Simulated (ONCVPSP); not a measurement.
# Configuration tests for manganese (ONCV)

manganese, optimised norm-conserving Vanderbilt (ONCV), made with ONCVPSP 4.0.1 (LDA (Perdew-Zunger), scalar-relativistic). Core [Ne], reference 3s2 3p6 3d5 4s1.75 4p0.25. Waves: 3s+4s: rc 1.10 bohr, ncon 4, nbas 8, qcut 8.7 1/bohr, 2 projectors; 3p+4p: rc 1.25 bohr, ncon 4, nbas 9, qcut 10.4 1/bohr, 2 projectors; 3d: rc 1.60 bohr, ncon 4, nbas 9, qcut 12 1/bohr, 3 projectors, debl 2 Ha. Local part: polynomial inside 0.75 bohr (lpopt 1, dvloc0 3 Ha). Core correction: polynomial model core, fcfact 0.55.

Energies are relative to the spin-unpolarised reference configuration 3s2 3p6 3d5 4s1.75 4p0.25; without spin polarisation the order of configurations can differ from experiment.

```csv
valence configuration,charge,ΔE all-electron (eV),error AE − PS (meV)
3s2 3p6 3d5 4s2 4p0,0,-0.960,+0.1
3s2 3p6 3d5 4s1 4p0,+1,7.694,+0.1
```

Task: What are ΔE and the potential's error for 3s2 3p6 3d5 4s0 4p0?

Result: ΔE = 23.571 eV all-electron; the error (AE − PS) is +2.4 meV.

Task: What are ΔE and the potential's error for 3s2 3p6 3d5.5 4s1.5 4p0?

Result: ΔE = -1.465 eV all-electron; the error (AE − PS) is +3.3 meV.

Levels in the configuration 3s2 3p6 3d5.5 4s1.5 4p0:

| level | all-electron (eV) | pseudo (eV) |
| --- | --- | --- |
| 3s | -83.080 | -83.078 |
| 3p | -52.237 | -52.230 |
| 3d | -5.128 | -5.138 |
| 4s | -4.780 | -4.776 |
